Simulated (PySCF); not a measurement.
# Aluminium: a sound run and one with changed settings

Sound run: Al+ [Ne] 3s2, Al(2+) [Ne] 3s1. Computed with PySCF 2.14 in def2-TZVP (5s5p2d1f, 37 functions), with the non-relativistic Hamiltonian (point nucleus). In the sound run the correlated levels freeze [Ne]. The sound run starts from symmetry-adapted Hartree-Fock orbitals and uses a fine grid where one is needed.

Changed run: basis STO-3G. This setting is unsound on purpose.

```csv
species,method,sound run (hartree),changed run (hartree),converged
Al+,UHF,-241.66873,-238.88005,yes
Al+,M06-L,-242.13213,-239.29520,yes
Al+,LDA,-241.09000,-238.22545,yes
Al+,MP2,-241.69600,-238.90216,yes
Al+,CCSD(T),-241.70808,-238.91866,yes
Al(2+),UHF,-241.02454,-238.27935,yes
Al(2+),M06-L,-241.44542,-238.63554,yes
Al(2+),LDA,-240.39477,-237.56695,yes
```

Ionisation energy of Al+:

```
 method  sound run (eV)  changed run (eV)
    UHF          17.529            16.346
  M06-L          18.686            17.950
    LDA          18.918            17.919
    MP2          18.271            16.948
SCS-MP2          18.420            17.068
   CCSD          18.600            17.397
CCSD(T)          18.600            17.397
  CCSDT          18.600            17.397
    FCI          18.600            17.397
```

A minimal basis cannot let orbitals breathe on ionisation and holds almost no correlation.

For comparison, NIST gives 18.829 eV between the lowest levels.
